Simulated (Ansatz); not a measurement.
Two isomers of C2H7AlTe: A = `[AlH2][CH2]C[TeH]`, B = `[CH3][Al]([CH3])[TeH]`.

Calculated with Ansatz (gas phase, PBE0-D4/def2-TZVP geometries, no zero-point term in ΔE). CCSD(T)/CBS is the MP2 limit (def2-TZVPP, def2-QZVPP) plus CCSD(T) − MP2 in def2-TZVPP, frozen cores. Functionals use def2-TZVPP. B3LYP here is the variant with VWN-RPA as its local correlation; programs differ in this. Elements past krypton have def2 core potentials. For Te outer-core shells are correlated without core-valence functions, which leaves a few kJ/mol of doubt a bond. One conformer a species, not always the lowest.

Question: Which isomer does CCSD(T)/CBS put lower? Give the gap. (An estimate is asked.)

Answer: The calculation gave: B, by 54.0 kcal/mol.

Question: Give E(B) − E(A) in kcal/mol with PBE-D4, CCSD(T)/def2-SVP, CCSD(T)/def2-TZVPP, LDA (SPW92), B3LYP, CCSD/def2-TZVPP, ωB97M-V. (An estimate is asked.)

Answer: Computed: PBE-D4 -53.9, CCSD(T)/def2-SVP -51.9, CCSD(T)/def2-TZVPP -53.4, LDA (SPW92) -54.0, B3LYP -54.1, CCSD/def2-TZVPP -53.5, ωB97M-V -54.4. None reverses the order clearly.

Largest T1 diagnostic: 0.010.

From PBE to PBE0 (25 % exact exchange), in def2-TZVPP and without D4, E(B) − E(A) moves by −1.1 kcal/mol. At CCSD(T), def2-SVP lies +2.1 kcal/mol from the extrapolated value and def2-TZVPP +0.6 kcal/mol.
